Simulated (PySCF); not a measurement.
All of these have the formula C4H8OSi. Method used: TDDFT CAM-B3LYP/def2-SVPD, vertical, gas phase, core orbitals frozen in the response (PySCF). Geometries: GFN2-xTB; one conformer of each isolated species. Triplets are in the Tamm–Dancoff approximation.

A. `O=CC1([SiH3])CC1`
B. `C[Si@H]1C=COC1`
C. `C=C[C@@H]1OC[SiH2]1`

Lowest singlet levels (six at most, fewer where fewer were computed) with oscillator strengths:

1. 204 nm (f 0.160); 196 nm (f 0.014); 187 nm (f 0.019); 178 nm (f 0.019); 173 nm (f 0.003); 170 nm (f 0.003); T1 4.10 eV
2. 211 nm (f 0.115); 198 nm (f 0.005); 190 nm (f 0.204); 184 nm (f 0.031); 182 nm (f 0.015); 179 nm (f 0.026); T1 4.15 eV
3. 275 nm (f 0.000); 182 nm (f 0.002); 172 nm (f 0.154); 164 nm (f 0.064); 155 nm (f 0.066); 150 nm (f 0.000); T1 3.93 eV

Question: Match each spectrum to its molecule.

Answer: 1 = B, 2 = C, 3 = A.
- A: S1 at 4.50 eV, HOMO→LUMO (95%); S1 has the pattern of n→π* at C=O; HOMO -9.10 and LUMO 0.34 eV; point group Cs, 2 of its 6 listed states under f = 0.0005.
- B: S1 at 6.07 eV, HOMO→LUMO (70%), HOMO→LUMO+1 (18%); Löwdin shares by element: HOMO carbon 53% or more, oxygen 26%, silicon 6%; LUMO carbon 39% or more, silicon 21% (atoms not listed hold the other 40%); HOMO -7.88 and LUMO 1.14 eV.
- C: S1 at 5.89 eV, HOMO→LUMO (90%); Löwdin shares by element: HOMO carbon 64% or more, silicon 9% (atoms not listed hold the other 26%); LUMO silicon 35%, hydrogen 20% or more, carbon 8% or more (atoms not listed hold the other 37%); HOMO -8.26 and LUMO 0.50 eV.
